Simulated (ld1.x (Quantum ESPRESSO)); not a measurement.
germanium (Ge): one change to a TM semilocal potential, before and after

germanium (Ge), norm-conserving Troullier–Martins (semilocal form), made with ld1.x (Quantum ESPRESSO) 7.5 (LDA (PZ), scalar-relativistic). Core [Ar], reference 3d10 4s2 4p2. Waves: 4s (bound): rc 1.75 bohr; 3d (bound): rc 1.05 bohr; 4p (bound): rc 1.60 bohr. Local part: the p channel. Core correction: none.

Change: functional PBE.

Cutoffs: the cutoffs (Ry, on a coarse ladder) from which the occupation-weighted sum of valence levels, in a spherical-Bessel basis at the reference potential, stays within 10 and 1 mRy of its value at 400 Ry; they do not see the model core or the augmentation charge, which bear on the density cutoff. Errors are all-electron minus pseudo energies relative to the spin-unpolarised reference configuration.

Task: How do hardness, ghosts and transferability respond?

Result: The number of tests with a reliable result goes from 9 to 7; of the 7 tests that both files solve, the error grows in 4 and shrinks in 0 by more than 15 % and 0.3 meV (median size 16.7 → 41.5 meV); neither file shows a bound ghost. A semilocal file is local in each channel, so a ghost entry of none says nothing of the separable form that plane-wave codes build from it.

```csv
quantity,base,changed
"cutoff, loose",230 Ry,230 Ry
"cutoff, tight",over 300 Ry,over 300 Ry
bound ghosts,none,none
"error for 3d10 4s2 4p1, meV [ΔE 7.64 → 7.44 eV]",+0.1,+0.2
"error for 3d10 4s2 4p0, meV [ΔE 23.35 → 22.88 eV]",+1.1,+3.4
"error for 3d10 4s1 4p0, meV [ΔE 58.57 → 57.67 eV]",+17,+42
"error for 3d9 4s2 4p3, meV [ΔE 29.72 → 29.63 eV]",-374,-382
"error for 3d9 4s2 4p2, meV [ΔE 38.95 → 38.69 eV]",-316,-324
"error for 3d10 4s0 4p0, meV [ΔE 105.22 → 104.02 eV]",+59,+184
"error for 3d10 4s0 4p4, meV [ΔE 16.36 → 16.20 eV]",+5.8,+10
s: phases at 1.90 bohr within 0.05 rad from the reference energy up to (Ry; the scan ends near 5),4.8,4.8
p: phases at 1.90 bohr within 0.05 rad from the reference energy up to (Ry; the scan ends near 5),4.3,4.4
d: phases at 1.90 bohr within 0.05 rad from the reference energy up to (Ry; the scan ends near 5),1.5,1.5
```
